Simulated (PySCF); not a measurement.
Be(Cl)(SH) (BeClHS), SMILES [Be]([Cl])[SH]. Atoms are numbered in the order given.

```xyz
4

Be     0.0242    -0.0432     0.0000
Cl    -0.0042    -1.8514     0.0000
S      0.0777     1.8577     0.0000
H     -1.2676     1.9229     0.0000
```

Geometry optimised at r2SCAN-D4/def2-TZVP. Other conformers were not sampled.

Calculation: C-PCM-ωB97X/def2-SVP (PySCF 2.14.0).

The values are the electrostatic part of the solvation free energy, E(continuum) − E(gas) at the gas-phase geometry, in a cavity of scaled van der Waals radii (PySCF's table); cavitation and dispersion terms are not included. A continuum can't describe solvent molecules that bind to the metal. In vacuum the orbital gap is 11.75 eV. The dipole moment in vacuum is 1.05 D.

| solvent | ε | ΔG(elec) (kcal/mol) | dipole (D) | gap (eV) |
|---|---|---|---|---|
| water | 78.36 | -7.1 | 1.37 | 12.02 |
| ethylethanoate | 5.99 | -5.8 | 1.30 | 11.97 |
| chlorobenzene | 5.70 | -5.7 | 1.30 | 11.97 |
